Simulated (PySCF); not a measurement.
## `CC=C=C=C=CC`, C7H8

Geometry (Å), atoms numbered from 1 in this order:
```xyz
15

C    -3.540    0.446    0.360
C    -2.459   -0.585    0.268
C    -1.179   -0.329    0.085
C     0.065   -0.067   -0.090
C     1.309    0.188   -0.273
C     2.589    0.452   -0.447
C     3.579    0.684    0.652
H    -3.138    1.463    0.258
H    -4.297    0.289   -0.427
H    -4.067    0.374    1.326
H    -2.762   -1.638    0.360
H     2.964    0.508   -1.479
H     4.039    1.682    0.558
H     4.400   -0.051    0.597
H     3.110    0.608    1.641
```

Method: TDDFT CAM-B3LYP/aug-cc-pVDZ circular dichroism and optical rotation, one conformer, gas phase (PySCF 2.14.0). Geometry: PBE0-D3(BJ)/def2-SVP.

No stereocentre is labelled: unless the shape is locked (an allene, a helicene, a hindered biaryl), the mirror image is equally populated and a measured rotation or CD is zero. Singlets 9 and 10 lie within 0.01 eV of each other, so their separate moments and overlaps can depend on how they mix.

Draw the ECD and absorption spectra from the lowest 12 states, each a Gaussian of half-width 0.2 eV at 1/e height.


| E (eV) | λ (nm) | Δε (L mol⁻¹ cm⁻¹) | ε (L mol⁻¹ cm⁻¹) |
| --- | --- | --- | --- |
| 3.28 | 378 | 0.00 | 0 |
| 3.43 | 362 | +0.01 | 0 |
| 3.58 | 346 | +0.05 | 0 |
| 3.73 | 333 | +0.12 | 0 |
| 3.88 | 320 | +0.12 | 0 |
| 4.03 | 308 | +0.04 | 0 |
| 4.18 | 297 | +0.01 | 0 |
| 4.33 | 286 | 0.00 | 0 |
| 4.48 | 277 | -0.03 | 1.26 |
| 4.63 | 268 | -0.31 | 11.3 |
| 4.78 | 259 | -0.90 | 33.2 |
| 4.93 | 252 | -0.86 | 31.5 |
| 5.08 | 244 | -0.26 | 12.1 |
| 5.23 | 237 | +0.22 | 128 |
| 5.38 | 231 | +4.20 | 2400 |
| 5.53 | 224 | +21.72 | 18700 |
| 5.68 | 218 | +25.52 | 77500 |
| 5.83 | 213 | -21.53 | 162000 |
| 5.98 | 207 | -34.12 | 133000 |
| 6.13 | 202 | -1.39 | 43100 |
| 6.28 | 197 | +17.42 | 15600 |

Δε uses R in velocity form, ε uses f in length form. Only the states computed contribute, so the short-wavelength end is incomplete.
